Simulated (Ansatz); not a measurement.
Worked example: CH4O + CH2BrI → HOI + C2H5Br

Species: CH4O (methanol) `CO`, singlet; CH2BrI (bromoiodomethane) `BrCI`, singlet; HOI (hypoiodous acid) `OI`, singlet; C2H5Br `CCBr`, singlet. The partners trade CH3 for I: O–CH3 and C–I bonds give way to O–I and C–CH3.

Shapes, held fixed at every level: PBE0-D4/def2-TZVP. Programs: Ansatz 0.2.0. The zero-point and thermal change to 298 K, harmonic and unscaled (PBE0-D4/def2-TZVP), is -1.5 kJ/mol.

At CCSD(T)/def2-TZVPP; 1 Eh = 2625.50 kJ/mol:

| species | energy (Eh) |
| --- | --- |
| CH4O | -115.555339 |
| CH2BrI | -2909.076229 |
| HOI | -372.835641 |
| C2H5Br | -2651.785490 |

Work out ΔH(298 K) of the reaction at this level.


1. Products less reactants: (-372.835641) + (-2651.785490) − [(-115.555339) + (-2909.076229)] = 0.010437 Eh = +27.4 kJ/mol.
2. With the thermal change: +27.4 + (-1.5) = +25.9 kJ/mol.

Other levels give +20.5 (wB97M-V/def2-TZVPP) to +45.5 kJ/mol (HF/def2-SVP). No measured value is set beside it here. For atoms past krypton def2 sets carry core potentials with scalar relativity. Relativity is left out for Br. Outer-core shells of Br, I are correlated in most correlated rows, in sets that cover them unevenly.
